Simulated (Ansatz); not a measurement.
B(CH2SiH3)3 (C₃H₁₅BSi₃). Charge 0, multiplicity 3. Geometry PBE-D4/def2-SVP, that of the neutral singlet.

Cartesian coordinates in Å:
```
B 0.1006 -0.2453 0.1923
C 0.0124 0.7944 1.3725
Si -0.6666 2.4678 0.7755
H -0.7297 0.4685 2.1352
H 0.9804 0.9819 1.8823
H 0.1505 3.0288 -0.3567
H -2.0843 2.3096 0.2938
H -0.6580 3.4703 1.9000
C -1.2161 -0.8869 -0.3814
Si -1.5568 -2.5008 0.5654
H -2.1232 -0.2597 -0.2493
H -1.1293 -1.1791 -1.4500
H -0.4062 -3.4602 0.4131
H -1.7460 -2.2220 2.0335
H -2.8029 -3.1699 0.0472
C 1.4868 -0.6581 -0.4252
Si 2.0390 0.5883 -1.7533
H 2.3100 -0.6774 0.3210
H 1.4471 -1.6419 -0.9404
H 0.9259 0.8585 -2.7316
H 2.4503 1.8919 -1.1256
H 3.2161 0.0414 -2.5182
```

At PBE0-D4/def2-TZVP a singlet of charge 0 lies 5.55 eV below the triplet at the same geometry.

(1) Estimate the α-spin orbital energies around the gap (eV) in Ansatz with PBE-D4/def2-TZVP, r2SCAN-D4/def2-TZVP, PBE0-D4/def2-TZVP.

Answers

(1) 
```json
{"orbital": "HOMO−5", "PBE-D4/def2-TZVP": "-8.06", "r2SCAN-D4/def2-TZVP": "-8.39", "PBE0-D4/def2-TZVP": "-9.39"}
{"orbital": "HOMO−4", "PBE-D4/def2-TZVP": "-7.89", "r2SCAN-D4/def2-TZVP": "-8.23", "PBE0-D4/def2-TZVP": "-9.20"}
{"orbital": "HOMO−3", "PBE-D4/def2-TZVP": "-7.83", "r2SCAN-D4/def2-TZVP": "-8.13", "PBE0-D4/def2-TZVP": "-9.07"}
{"orbital": "HOMO−2", "PBE-D4/def2-TZVP": "-7.64", "r2SCAN-D4/def2-TZVP": "-7.98", "PBE0-D4/def2-TZVP": "-8.99"}
{"orbital": "HOMO−1", "PBE-D4/def2-TZVP": "-7.46", "r2SCAN-D4/def2-TZVP": "-7.71", "PBE0-D4/def2-TZVP": "-8.68"}
{"orbital": "HOMO", "PBE-D4/def2-TZVP": "-2.14", "r2SCAN-D4/def2-TZVP": "-2.28", "PBE0-D4/def2-TZVP": "-2.93"}
{"orbital": "LUMO", "PBE-D4/def2-TZVP": "-0.76", "r2SCAN-D4/def2-TZVP": "-0.39", "PBE0-D4/def2-TZVP": "0.00"}
{"orbital": "LUMO+1", "PBE-D4/def2-TZVP": "0.01", "r2SCAN-D4/def2-TZVP": "0.41", "PBE0-D4/def2-TZVP": "0.77"}
{"orbital": "LUMO+2", "PBE-D4/def2-TZVP": "0.04", "r2SCAN-D4/def2-TZVP": "0.43", "PBE0-D4/def2-TZVP": "0.81"}
{"orbital": "LUMO+3", "PBE-D4/def2-TZVP": "0.17", "r2SCAN-D4/def2-TZVP": "0.61", "PBE0-D4/def2-TZVP": "1.02"}
{"orbital": "LUMO+4", "PBE-D4/def2-TZVP": "0.42", "r2SCAN-D4/def2-TZVP": "0.89", "PBE0-D4/def2-TZVP": "1.23"}
{"orbital": "LUMO+5", "PBE-D4/def2-TZVP": "0.54", "r2SCAN-D4/def2-TZVP": "0.97", "PBE0-D4/def2-TZVP": "1.34"}
{"orbital": "β HOMO", "PBE-D4/def2-TZVP": "-7.13", "r2SCAN-D4/def2-TZVP": "-7.32", "PBE0-D4/def2-TZVP": "-8.20"}
{"orbital": "β LUMO", "PBE-D4/def2-TZVP": "-7.03", "r2SCAN-D4/def2-TZVP": "-7.04", "PBE0-D4/def2-TZVP": "-6.53"}
```
